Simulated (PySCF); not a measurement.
Isomers of C6H11P, mass 114.060 u with the commonest isotopes. Computed with CAM-B3LYP/def2-SVPD in PySCF (dipole) on a GFN2-xTB geometry, gas phase. One conformer each, none proved a minimum here; rigid rotors.

Task: Order these by rotational constant A, largest first.
A. `[CH:1]#[C:2][CH2:3][PH:4][CH:5]([CH3:6])[CH3:7]` with C2–C3–P4–C5 84°, C3–P4–C5–C6 159°
B. `[CH3:1][CH2:2][P:3]1[CH:4]=[CH:5][CH2:6][CH2:7]1` with C1–C2–P3–C4 -77°, C2–P3–C4–C5 -91°, C4–C5–C6–C7 -12°, C5–C6–C7–P3 17°, C2–P3–C7–C6 83°
C. `[CH2:1]1[CH2:2][P:3]([CH:4]2[CH2:5][CH2:6]2)[CH2:7]1` with C2–P3–C4–C5 108°, C7–C1–C2–P3 14°, C1–C2–P3–C4 85°, P3–C4–C5–C6 107°, C2–P3–C7–C1 11°
D. `CC(C)(C)CC#P`
E. `[CH3:1][CH2:2][C:3]([CH3:4])([CH3:5])[C:6]#[P:7]` with C1–C2–C3–C4 178°
F. `[CH3:1][CH2:2][CH2:3][P:4]1[CH:5]=[C:6]1[CH3:7]` with C1–C2–C3–P4 64°, C2–C3–P4–C5 -153°

Result: C (4651 MHz), D (4332 MHz), B (3822 MHz), A (3674 MHz), F (3180 MHz), E (2608 MHz).

Task: Order these by rotational constant B, largest first.
A. `CC(CC#P)(C)C`
B. `[CH:1]#[C:2][CH2:3][PH:4][CH:5]([CH3:6])[CH3:7]` with C2–C3–P4–C5 84°, C3–P4–C5–C6 159°
C. `[CH2:1]=[C:2]([CH3:3])[PH:4][CH:5]1[CH2:6][CH2:7]1` with C1–C2–P4–C5 114°, C2–P4–C5–C6 -60°
D. `[CH3:1][CH2:2][C:3]([CH3:4])([CH3:5])[C:6]#[P:7]` with C1–C2–C3–C4 178°
E. `[CH3:1][CH2:2][P:3]1[CH:4]=[CH:5][CH2:6][CH2:7]1` with C1–C2–P3–C4 -77°, C2–P3–C4–C5 -91°, C4–C5–C6–C7 -12°, C5–C6–C7–P3 17°, C2–P3–C7–C6 83°
F. `[CH2:1]1[CH2:2][P:3]([CH:4]2[CH2:5][CH2:6]2)[CH2:7]1` with C2–P3–C4–C5 108°, C7–C1–C2–P3 14°, C1–C2–P3–C4 85°, P3–C4–C5–C6 107°, C2–P3–C7–C1 11°

Result: E (1625 MHz), D (1569 MHz), F (1457 MHz), C (1386 MHz), B (1345 MHz), A (1121 MHz).

Task: Order these by out-of-plane moment Σ m c² = (Ia + Ib − Ic)/2, smallest first.
A. `[CH3:1][CH2:2][P:3]1[CH:4]=[CH:5][CH2:6][CH2:7]1` with C1–C2–P3–C4 -77°, C2–P3–C4–C5 -91°, C4–C5–C6–C7 -12°, C5–C6–C7–P3 17°, C2–P3–C7–C6 83°
B. `[CH2:1]1[CH2:2][P:3]([CH:4]2[CH2:5][CH2:6]2)[CH2:7]1` with C2–P3–C4–C5 108°, C7–C1–C2–P3 14°, C1–C2–P3–C4 85°, P3–C4–C5–C6 107°, C2–P3–C7–C1 11°
C. `C(CC#P)(C)(C)C`
D. `[CH3:1][CH2:2][CH2:3][P:4]1[CH:5]=[C:6]1[CH3:7]` with C1–C2–C3–P4 64°, C2–C3–P4–C5 -153°
E. `[CH3:1][CH2:2][C:3]([CH3:4])([CH3:5])[C:6]#[P:7]` with C1–C2–C3–C4 178°
F. `[CH2:1]=[C:2]([CH3:3])[PH:4][CH:5]1[CH2:6][CH2:7]1` with C1–C2–P4–C5 114°, C2–P4–C5–C6 -60°
G. `[CH:1]#[C:2][CH2:3][PH:4][CH:5]([CH3:6])[CH3:7]` with C2–C3–P4–C5 84°, C3–P4–C5–C6 159°

Result: G (22.01 u·Å²), D (29.99 u·Å²), B (44.41 u·Å²), A (48.84 u·Å²), C (56.56 u·Å²), E (57.36 u·Å²), F (63.31 u·Å²).

```
       SMILES  point group  Ia (u·Å²)  Ib (u·Å²)  Ic (u·Å²)      κ  μa (D)  μb (D)  μc (D)
   C#CCPC(C)C           C1     137.55     375.86     469.39  -0.79    0.58    0.11    1.25
 C=C(C)PC1CC1           C1     138.72     364.66     376.77  -0.96    0.41    1.26    0.02
 CCC(C)(C)C#P           C1     193.76     322.04     401.09  -0.54    1.45    0.30    0.02
   CCP1C=CCC1           C1     132.24     311.09     345.66  -0.86    0.68    0.28    1.45
C1CP(C2CC2)C1           Cs     108.66     346.80     366.64  -0.95    0.21    0.00    1.30
   CCCP1C=C1C           C1     158.94     325.46     424.44  -0.64    0.43    1.06    1.22
 CC(C)(C)CC#P           Cs     116.66     450.95     454.49  -0.99    1.46    0.35    0.00
```
